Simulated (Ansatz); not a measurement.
ClFHSSi (`F[SiH]([S])Cl`) radical, charge 0, multiplicity 2.

Problem. Give a relaxed structure at PBE0-D4/def2-TZVP (Ansatz). (Estimate.)

Solution. Computed: 
Z-matrix (Å, degrees):
```
Si
F 1 1.586
Cl 1 2.036 2 108.5
S 1 2.101 2 112.6 3 115.4
H 1 1.473 2 106.8 3 -119.7
```
